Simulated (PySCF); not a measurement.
Species: aluminum monobromide, AlBr (singlet state).
SMILES: `[Al][Br]`

Method used: EOM-IP-CCSD/aug-cc-pVTZ in PySCF, restricted Hartree–Fock reference, frozen core, non-relativistic, gas phase, PBE0-D3(BJ)/def2-SVP geometry.

Hartree–Fock orbital energies give these Koopmans values (eV): HOMO 8.91, HOMO-1/HOMO-2 11.40, HOMO-3 13.97.

Task: What vertical ionisation energies does EOM-IP-CCSD give?

Result: 
```
leading hole (HF orbital)  Koopmans (eV)  EOM-IP-CCSD (eV)  change (eV)  one-hole share
                     HOMO           8.91              9.18        +0.27            0.96
            HOMO-1/HOMO-2          11.40             10.98        -0.42            0.95
                   HOMO-3          13.97             13.33        -0.64            0.90
```

Task: Does the order of the lines follow the orbital energies?

Result: Yes, no two lines change places. The corrections run from -0.64 to +0.27 eV, with a mean of -0.26 eV over the 3 lines; EOM-IP-CCSD lies above the Koopmans value for HOMO. Koopmans values leave out both the relaxation of the orbitals and the change in correlation energy.

Task: At what kinetic energies would He I light (21.22 eV) eject these electrons?

Result: 12.04 eV (HOMO), 10.24 eV (HOMO-1/HOMO-2), 7.89 eV (HOMO-3).

Task: What total energy has the lowest final state, and which wavelength reaches it?

Result: E(CCSD) + ionisation energy = -2814.75543 + 0.33754 = -2814.41789 Eh, at the geometry of the initial state. The threshold wavelength is 1239.84 eV nm/9.18 eV = 135.1 nm.

One root was sought for each valence orbital with −ε under 21 eV, eight at most, so deeper holes and satellites are missing; no vibrational structure.
